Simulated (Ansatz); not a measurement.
Saddle point of GeSiH₆Cl, doublet (SiH₃Cl ([SiH3][Cl]) + GeH₃ → SiH₂Cl ([SiH2][Cl]) + GeH₄; bonds formed: H1–Ge4; bonds broken: H1–Si2), PBE0-D4/def2-TZVP structure:

```
9
angstrom
H 0.1096 -0.0368 0.3258
Si -1.4648 -0.9980 0.2227
Cl -1.9111 -0.6366 -1.7547
Ge 1.4957 0.9437 0.0051
H -2.5816 -0.4726 1.0526
H -1.3188 -2.4674 0.4036
H 2.3191 0.2798 -1.1099
H 2.3321 1.0511 1.2917
H 1.0198 2.3368 -0.4369
```

Energies are electronic, without zero-point energy. Barriers and step energies count from the start structure reached by relaxing down the imaginary mode; all methods use the PBE0-D4 structures, on which another method's saddle can fall below an end. Program: Ansatz 0.2.0. Basis: def2-TZVPP, with def2-QZVPP for the basis limit. Cores are frozen in the correlated methods; orbitals are unrestricted. Filled d shells of the heavier atoms are correlated. The def2 sets are not built for correlating such inner shells, so the correlated values are less sure here. B3LYP uses VWN-RPA correlation. Extrapolation: Hartree–Fock as exp(−7.88 √X), correlation as X^−2.97.

```csv
method,barrier (kJ/mol),step energy (kJ/mol)
SPW92,?,12.4
PBE-D4,20.0,16.6
BLYP-D4,28.2,20.8
r2SCAN-D4,32.9,19.5
B97M-V,26.7,15.0
PBE0-D4,33.7,20.5
B3LYP-D4,38.4,23.7
r2SCAN0-D4,42.1,22.3
BHLYP-D4,54.2,27.6
CAM-B3LYP-D4,?,24.2
wB97X-V,48.9,24.6
wB97M-V,?,32.1
B2PLYP,49.6,25.2
PBE-QIDH,50.2,24.1
RPA on PBE,57.4,22.0
HF,98.9,31.5
MP2,61.9,26.0
CCSD,62.5,26.2
CCSD(T),56.9,24.9
```

Problem. Fill in the withheld barriers. (Judge from chemistry; the value comes from the calculation.)

Solution. Computed: SPW92 1.3; wB97M-V 55.2; CAM-B3LYP-D4 47.2 kJ/mol. Each is the energy of the saddle less that of the start structure, by the same method.

For comparison, the barrier by CCSD(T) at an estimated basis limit (MP2 extrapolated from triple and quadruple zeta, plus CCSD(T) − MP2 in triple zeta) is 53.7 kJ/mol.

T1 diagnostic: at most 0.013. ⟨S²⟩ of the unrestricted Hartree–Fock references: 0.75 to 0.78 (a pure state has 0.75). The start structure is not quite a true minimum (one mode of 45i cm⁻¹). The end structure is not quite a true minimum (one mode of 45i cm⁻¹).

Radical steps of this kind take place in plasma deposition and etching.

Labels in which every atom is bracketed show which atoms are joined, not bond orders.

For scale, one of the runs: CCSD(T)/def2-TZVPP, 216 basis functions, launched by `ansatz run in.yaml --threads 8 --pin off --events-out ev --progress --plain --max-ram 19148MiB`. Hardware: 8 CPU threads of an Intel Xeon, shared host. Wall time 3.1 min; peak host memory 7.9 GiB.
